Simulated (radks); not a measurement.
Se III, 32 electrons, occupied as [Ar] 3d10 4s2 4p2.

Method: scalar-relativistic Kohn-Sham, LDA (Slater exchange, VWN5 correlation), spin-unpolarised, spherical densities, finite nucleus; Fermi nuclear charge, rms radius 4.14 fm; computed with a radial shooting solver on a logarithmic mesh with Libxc functionals.

Energy parts (hartree):
part                       energy
total                 -2425.62572
kinetic                2474.32016
electron-nucleus      -5824.78543
Hartree                1008.78195
exchange-correlation    -83.94239

Orbitals (lengths in bohr, moments of r in powers of bohr; r(max) is where P^2 peaks; r(90%) holds 90 % of the orbital's charge):
1s: occ. 2; eigenvalue (hartree) -459.6115; <r^2> 0.002623; r(max) 0.02884; <r> 0.04414; r(90%) 0.0789
2s: occ. 2; eigenvalue (hartree) -59.81425; <r^2> 0.04541; r(max) 0.1647; <r> 0.1962; r(90%) 0.303
2p: occ. 6; eigenvalue (hartree) -52.76828; <r^2> 0.03591; r(max) 0.1317; <r> 0.1713; r(90%) 0.280
3s: occ. 2; eigenvalue (hartree) -8.65321; <r^2> 0.3809; r(max) 0.5028; <r> 0.5751; r(90%) 0.858
3p: occ. 6; eigenvalue (hartree) -6.44943; <r^2> 0.4087; r(max) 0.5003; <r> 0.5901; r(90%) 0.904
3d: occ. 10; eigenvalue (hartree) -2.79741; <r^2> 0.4940; r(max) 0.4510; <r> 0.6289; r(90%) 1.04
4s: occ. 2; eigenvalue (hartree) -1.39330; <r^2> 3.235; r(max) 1.466; <r> 1.687; r(90%) 2.48
4p: occ. 2; eigenvalue (hartree) -0.94470; <r^2> 4.491; r(max) 1.686; <r> 1.980; r(90%) 2.96

The highest occupied level is 4p at -25.707 eV. Summed over all electrons, <r^2> = 23.92 bohr^2, which gives a Langevin (diamagnetic) susceptibility term of -18.9 x 10^-6 cm^3/mol. The density falls to 0.001 e/bohr^3 at r = 3.57 bohr. The electron density at the nucleus is 4.009e+04 e/bohr^3 (large components only).
